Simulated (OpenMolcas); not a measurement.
# Ions of charge +4 along the 4d row with 6 fluoride ligands in octahedral coordination

| Quantity | Value |
| --- | --- |
| Program | OpenMolcas 26.06 |
| Method | CASSCF |
| Spin-orbit coupling | RASSI with atomic mean-field integrals over the reference wave functions |

The d shell is active. Anionic complexes are neutralised by point charges behind the ligands. Distances were set from a Shannon-type radius of the metal (high-spin where two are listed) plus a fixed donor radius (F 1.31 Å). Ligand basis ANO-RCC-VDZP, DKH2 Hamiltonian. States (labels of O, the rotations of Oh). Energies in cm-1 above the lowest state or level, χT in cm3 K/mol; under a threefold ground state the first gap can be a small split of the lowest multiplet, not the spin-orbit step; 10Dq and B are least-squares fits to the states below 45000 cm-1, weighted by degeneracy, with a free offset, and given where the rms deviation is under 5 % of |10Dq| (or 100 cm-1) and under 700 cm-1. Spin-only χT is S(S+1) / 2 for the spin of the ground state.

| Ion | Shell | R (Å) | Metal basis | Outer charge (e at Å behind ligand) | Ground state | First state of that spin | 10Dq | B (rms of fit) | First gap with spin-orbit (degeneracies) | χT at 300 K | First state of another spin | Spin-only χT |
| --- | --- | --- | --- | --- | --- | --- | --- | --- | --- | --- | --- | --- |
| Nb4+ | 4d1 | 1.99 | ANO-RCC-VDZP | 0.33 at 3.2 | 2T2 | 2E 30983 | 30983 |  | 996.0 (4, 2) | 0.149 |  | 0.375 |
| Mo4+ | 4d2 | 1.96 | ANO-RCC-VDZP | 0.33 at 2.4 | 3T1 | 3T2 28553 | 29839 | 742 (160) | 30.4 (2, 3) | 0.380 | 1T2 10540 | 1.000 |
| Tc4+ | 4d3 | 1.96 | ANO-RCC-VDZP | 0.33 at 2.6 | 4A2 | 4T2 28364 | 27671 | 794 (235) | 15237 (4, 4) | 1.760 | 2E 15318 | 1.875 |
| Ru4+ | 4d4 | 1.93 | ANO-RCC-VTZP | 0.33 at 3.2 | 3T1 | 3E 24627 | 27970 | 797 (372) | 776.0 (1, 3) | 1.040 | 5E 8448 | 1.000 |
| Rh4+ | 4d5 | 1.91 | ANO-RCC-VDZP | 0.33 at 2.4 | 2T2 | 23666 | 28103 | 758 (517) | 2396 (2, 4) | 0.534 | 2S+1 = 4: 13211 | 0.375 |
| Pd4+ | 4d6 | 1.93 | ANO-RCC-VTZP | 0.33 at 3.2 | 1A1 | 1T1 23411 | 25439 | 752 (386) | 16894 (1, 2) | 0.019 | 3T1 17469 | 0.000 |

The rows also differ in their metal basis and outer charges, so part of each step comes from that.

Among the 6 ions with a close fit, |10Dq| is smallest for Pd4+ (25439 cm-1) and largest for Nb4+ (30983 cm-1). The error differs from ion to ion, so this order need not be the real one.

B goes from 742 cm-1 (Mo4+) to 752 cm-1 (Pd4+).

Below the highest spin of the shell: Ru4+, Rh4+, Pd4+. χT departs most from the spin-only value for Mo4+, by -0.620 cm3 K/mol.

With metal d orbitals alone the field can be off either way by tens of per cent. Ligand-to-metal charge-transfer states are missing. An orbital triplet at a regular site is open to Jahn-Teller coupling, which can distort the site and quench the lowest spin-orbit gaps and is left out (holds for Nb4+; Mo4+; Ru4+; Rh4+). The least metal-like active orbital is 78 % on the metal (Löwdin) and no ligand orbital is active, so the numbers are rough (holds for Nb4+; Mo4+). Without dynamic correlation the repulsion within the d shell is too large (B by tens of per cent), so at a given field states of lower spin stand too high (holds for Mo4+; Tc4+; Ru4+; Rh4+; Pd4+). With no ligand orbital active B as a rule stays too high, so bands that hang on it stand too high and its fall with covalency is understated (holds for Mo4+; Tc4+; Ru4+; Rh4+; Pd4+). The least metal-like active orbital is 77 % on the metal (Löwdin) and no ligand orbital is active, so the numbers are rough (holds for Tc4+). This shell can be high or low spin here, a state of another spin lies low, and with metal d orbitals alone active their balance is uncertain, so the ground spin may be wrong, although the usual error favours high spin (holds for Ru4+). The least metal-like active orbital is 76 % on the metal (Löwdin) and no ligand orbital is active, so the numbers are rough (holds for Ru4+). The least metal-like active orbital is 71 % on the metal (Löwdin) and no ligand orbital is active, so the numbers are rough (holds for Rh4+). The least metal-like active orbital is 67 % on the metal (Löwdin) and no ligand orbital is active, so the numbers are rough, and ground spin, moment and any spin crossover can be artefacts of this space; highly charged d ions in such sites are as a rule low spin (holds for Pd4+). No measured value stands beside these numbers; the geometry is a model, was not optimised and need not be the one that this ion takes.

A state without a sure symmetry label is named by its multiplicity alone.
